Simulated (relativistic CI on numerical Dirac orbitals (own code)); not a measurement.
# Radial parameters of Ti IX

Calculated at this level of theory: Dirac-Coulomb-Breit CI, KLI orbitals optimised for each configuration, QED by a radiative potential, unscaled Slater integrals (own radial code, finite nucleus).

Slater integrals F^k, G^k are unscaled and averaged over j, outside the closed core [Ne]; ζ comes from projecting the Hamiltonian with its Breit term on Σ l·s of the shell.

- 3s2 3p2: F^2(3p,3p) = 109630, ζ(3p) = 4789.3 cm⁻¹; <r>(3p) = 0.9184, <r^2>(3p) = 0.9714 (bohr units).
- 3s 3p3: F^2(3p,3p) = 109570, G^1(3s,3p) = 144650, ζ(3p) = 4780.2 cm⁻¹; <r>(3s) = 0.9012, <r^2>(3s) = 0.9238, <r>(3p) = 0.9189, <r^2>(3p) = 0.9725 (bohr units).
- 3s2 3p 3d: ζ(3p) = 4800.7, F^2(3p,3d) = 107010, G^1(3p,3d) = 126920, G^3(3p,3d) = 80918, ζ(3d) = 248.58 cm⁻¹; <r>(3p) = 0.9196, <r^2>(3p) = 0.974, <r>(3d) = 0.9075, <r^2>(3d) = 0.9649 (bohr units).

Averages of the first 10 configurations, taken without configuration mixing, which lowers the lowest level and can move excited configurations by several eV; other configurations of the list can lie among them:

```
Configuration  Parity  States  Average energy above the lowest level (eV)
      3s2 3p2    even      15                                         5.4
       3s 3p3     odd      40                                        32.3
    3s2 3p 3d     odd      60                                        45.6
          3p4    even      15                                        64.1
    3s 3p2 3d    even     300                                        70.3
       3p3 3d     odd     200                                       100.0
    3s 3p 3d2     odd     540                                       109.9
    3s2 3p 4s     odd      12                                        94.2
    3s2 3p 4p    even      36                                       104.1
    3s2 3d 4p     odd      60                                       144.8
```
